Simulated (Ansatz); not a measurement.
GeHI (SMILES [GeH][I]) moved off its minimum; all values from Ansatz (a quantum-chemistry and plane-wave program), cores frozen in correlated methods. Elements past Kr take the def2 small-core potentials, without spin–orbit coupling.
(charge 0, multiplicity 1)
```xyz
3

Ge    -0.91287    -0.76774     1.04696
H     -1.93522    -1.23416    -0.07546
I      0.61286     0.47796    -0.63128
```

Give the forces (eV/Å), the total energy and the dipole at CCSD(T)/def2-TZVPPD.


| atom | Fx | Fy | Fz |
|---|---|---|---|
| Ge1 | 0.224 | 0.144 | -0.007 |
| H2 | -0.082 | -0.031 | -0.126 |
| I3 | -0.142 | -0.112 | 0.132 |
Energy -2372.8999 hartree, dipole 1.58 D.

Doubts at one or more of the structures used: a restricted determinant that unrestricted orbitals would lower (CCSD(T)/def2-TZVPPD).
